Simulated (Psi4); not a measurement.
C₄H₉O₂ (SMILES [CH2]OCC(C)O), doublet, geometry from GFN2-xTB; B3LYP5/6-31G* (Psi4 1.11).

Input for Psi4:
```
memory 2 GB

molecule {
0 2
C     2.44429592   -1.02503628   -0.30093565
O     1.31720491   -0.30874313   -0.56583977
C     0.46397681   -0.08288066    0.52738845
C    -0.78368637    0.65746024    0.03894765
C    -1.61108653   -0.22008434   -0.89623149
O    -1.50290815    1.02973766    1.19642637
H     2.49044820   -1.62960395    0.58697247
H     3.00838206   -1.27513126   -1.17673703
H     0.96317964    0.52974000    1.29056499
H     0.16839632   -1.03268951    0.99436903
H    -0.45232858    1.55679033   -0.50523325
H    -1.98942224   -1.08474277   -0.35488689
H    -2.45322875    0.33792816   -1.30164553
H    -0.98643999   -0.55931603   -1.71727797
H    -2.34435957    1.41231493    0.92416785
}

set {
  basis 6-31g*
  reference uks
}

energy('b3lyp5')
print_variables()
```

Problem. What does Psi4 print? Leave out banner, timings and long lists.

Solution. 
```
   => Loading Basis Set <=

    Name: 6-31G*
    Role: ORBITAL
    Keyword: BASIS

         ---------------------------------------------------------
                                   SCF
               by Justin Turney, Rob Parrish, Andy Simmonett
                          and Daniel G. A. Smith
                              UKS Reference
         ---------------------------------------------------------

  ==> Geometry <==

    Molecular point group: c1
    Full point group: C1

    Geometry (in Angstrom), charge = 0, multiplicity = 2:

       Center              X                  Y                   Z               Mass
    ------------   -----------------  -----------------  -----------------  -----------------
         C            2.426512075281    -1.044432035883    -0.314933395472    12.000000000000
         O            1.299421065281    -0.328138885883    -0.579837515472    15.994914619570
         C            0.446192965281    -0.102276415883     0.513390704528    12.000000000000
         C           -0.801470214719     0.638064484117     0.024949904528    12.000000000000
         C           -1.628870374719    -0.239480095883    -0.910229235472    12.000000000000
         O           -1.520691994719     1.010341904117     1.182428624528    15.994914619570
         H            2.472664355281    -1.648999705883     0.572974724528     1.007825032230
         H            2.990598215281    -1.294527015883    -1.190734775472     1.007825032230
         H            0.945395795281     0.510344244117     1.276567244528     1.007825032230
         H            0.150612475281    -1.052085265883     0.980371284528     1.007825032230
         H           -0.470112424719     1.537394574117    -0.519230995472     1.007825032230
         H           -2.007206084719    -1.104138525883    -0.368884635472     1.007825032230
         H           -2.471012594719     0.318532404117    -1.315643275472     1.007825032230
         H           -1.004223834719    -0.578711785883    -1.731275715472     1.007825032230
         H           -2.362143414719     1.392919174117     0.910170104528     1.007825032230

  Running in c1 symmetry.

  Rotational constants: A =      0.25573  B =      0.06591  C =      0.05619 [cm^-1]
  Rotational constants: A =   7666.71161  B =   1976.03901  C =   1684.56915 [MHz]
  Nuclear repulsion =  250.995065634379557

  Charge       = 0
  Multiplicity = 2
  Electrons    = 49
  Nalpha       = 25
  Nbeta        = 24

  ==> Algorithm <==

[...]
      Ntotal   =   49.0000420570 ; deviation = 4.206e-05

   @Spin Contamination Metric:   3.116496150E-03
   @S^2 Expected:                7.500000000E-01
   @S^2 Observed:                7.531164962E-01
   @S   Expected:                5.000000000E-01
   @S   Observed:                5.000000000E-01

    Orbital Energies [Eh]
    ---------------------

    Alpha Occupied:

[...]
      25A     -0.162530

    Alpha Virtual:

[...]
    Beta Occupied:

[...]
    Beta Virtual:

[...]
    Final Occupation by Irrep:
              A
    DOCC [    24 ]
    SOCC [     1 ]
    NA   [    25 ]
    NB   [    24 ]

  @DF-UKS Final Energy:  -308.02093075202487

   => Energetics <=

    Nuclear Repulsion Energy =            250.9950656343795572
    One-Electron Energy =                -916.1384958877575855
    Two-Electron Energy =                 391.1343705757432758
    DFT Exchange-Correlation Energy =     -34.0118710743901360
    Empirical Dispersion Energy =           0.0000000000000000
    VV10 Nonlocal Energy =                  0.0000000000000000
    Total Energy =                       -308.0209307520248672

  UHF NO Occupations:
  HONO-2 :   23  A 1.9996231
  HONO-1 :   24  A 1.9991352
  HONO-0 :   25  A 1.0000000
  LUNO+0 :   26  A 0.0008648
  LUNO+1 :   27  A 0.0003769
  LUNO+2 :   28  A 0.0001889
  LUNO+3 :   29  A 0.0000891

Computation Completed

Properties will be evaluated at   0.000000,   0.000000,   0.000000 [a0]

Properties computed using the SCF density matrix

 Multipole Moments:

 ------------------------------------------------------------------------------------
     Multipole            Electronic (a.u.)      Nuclear  (a.u.)        Total (a.u.)
 ------------------------------------------------------------------------------------

 L = 1.  Multiply by 2.5417464519 to convert [e a0] to [Debye]
 Dipole X            :          1.1734664           -1.6467229           -0.4732566
 Dipole Y            :          1.7339562           -1.7959809           -0.0620246
 Dipole Z            :          1.1194237           -1.2961429           -0.1767192
 Magnitude           :                                                    0.5089681

 ------------------------------------------------------------------------------------

  Variable Map:
  ----------------------------------------------------------------------------
[...]
  Array Variable Map:
  ----------------------------------------------------------------------------
[...]
[...]
```
